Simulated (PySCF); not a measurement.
**[Dy(NH2)4]−: from a saddle point downhill**

PySCF 2.14.0, RKS PBE, Dy lcecp-1-SVP with ECP55, N def2-SVP, H def2-SVP; non-relativistic Hamiltonian with scalar-relativistic core potentials where named; density fitting; no spin-orbit coupling. Relaxed within the symmetry of its start, the geometry (D2d) is

```xyz
13

Dy    0.0000    0.0000    0.0000
N     1.0889    1.4057    1.4057
H     1.5028    1.1637    2.3180
H     1.5028    2.3180    1.1637
N    -1.0889   -1.4057    1.4057
H    -1.5028   -1.1637    2.3180
H    -1.5028   -2.3180    1.1637
N     1.0889   -1.4057   -1.4057
H     1.5028   -2.3180   -1.1637
H     1.5028   -1.1637   -2.3180
N    -1.0889    1.4057   -1.4057
H    -1.5028    2.3180   -1.1637
H    -1.5028    1.1637   -2.3180
```

and its lowest harmonic modes are -107, 85, 85, 90, 90, 99 cm⁻¹ (negative: unstable). It was moved along the lowest mode and relaxed again, within the group S4 that the move left.

Task: Where does it end, and how much lower?

Result: In S4, 0.078 eV lower, after 25 steps:
```xyz
13

Dy   -0.0001    0.0000    0.0000
N     1.3656    1.3378    1.2034
H     2.2404    1.0011    1.6337
H     1.3386    2.3472    1.4028
N    -1.3660   -1.2033    1.3378
H    -1.3388   -1.4028    2.3473
H    -2.2396   -1.6347    1.0009
N     1.3656   -1.3378   -1.2034
H     1.3386   -2.3472   -1.4028
H     2.2404   -1.0011   -1.6337
N    -1.3660    1.2033   -1.3378
H    -2.2396    1.6347   -1.0009
H    -1.3388    1.4028   -2.3473
```

Task: How do the contacts change?

Result: 
```tsv
contact	saddle (Å)	end (Å)
Dy1–N2 (NH2)	2.267	2.259
Dy1–N5 (NH2)	2.267	2.259
Dy1–N8 (NH2)	2.267	2.259
Dy1–N11 (NH2)	2.267	2.259
```


Task: Is the end a minimum?

Result: Yes; lowest modes 84, 86, 87, 94, 117, 168 cm⁻¹.

An lcecp potential fixes the number of 4f electrons, so in runs with it no electron can move into or out of that shell.

State: singlet in the valence, with the 4f electrons in the core potential.
